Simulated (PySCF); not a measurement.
Si(H)2(OMe)2 (C2H8O2Si), SMILES CO[SiH2]OC.

Geometry: PBE-D3(BJ)/def2-SVP. Other conformers were not sampled.

Calculation: PBE-D3(BJ)/def2-SVP (PySCF).

Frequencies are harmonic and unscaled.

```csv
mode,ν (cm⁻¹),IR (km/mol),moving atoms (share of kinetic energy)
1,60,3.3,"O 56 %, H 24 %, C 20 %"
2,76,0.4,"C 59 %, H 31 %, Si 9 %"
3,101,0.2,H 96 %
4,112,0.0,H 98 %
5,208,5.7,"O 41 %, C 28 %, H 26 %"
6,238,7.8,"H 39 %, O 31 %, C 19 %, Si 12 %"
7,322,16.7,"O 69 %, Si 21 %, H 9 %"
8,663,66.2,"H 62 %, Si 27 %"
9,703,51.0,"O 48 %, Si 25 %, H 14 %, C 13 %"
10,761,4.0,H 84 %
11,780,12.8,"H 38 %, O 29 %, Si 21 %, C 11 %"
12,886,124.1,"H 91 %, Si 8 %"
13,906,339.8,"H 73 %, Si 23 %"
14,1112,105.9,"O 35 %, C 33 %, H 31 %"
15,1123,136.8,"H 40 %, C 30 %, O 30 %"
16,1137,2.3,"H 75 %, C 19 %"
17,1137,5.7,"H 75 %, C 19 %"
18,1174,91.9,"H 48 %, O 27 %, C 24 %"
19,1178,133.5,"H 40 %, O 33 %, C 26 %"
20,1415,7.5,H 97 %
21,1420,1.2,H 97 %
22,1423,5.3,"H 90 %, C 8 %"
23,1425,14.2,"H 91 %, C 9 %"
24,1426,0.2,H 94 %
25,1433,3.5,H 94 %
26,2122,122.9,H 97 %
27,2250,103.9,H 97 %
28,2908,20.3,H 97 %
29,2912,103.4,H 97 %
30,2982,0.4,"H 91 %, C 9 %"
31,2984,82.8,"H 91 %, C 9 %"
32,3031,63.6,"H 91 %, C 9 %"
33,3032,1.9,"H 91 %, C 9 %"
```
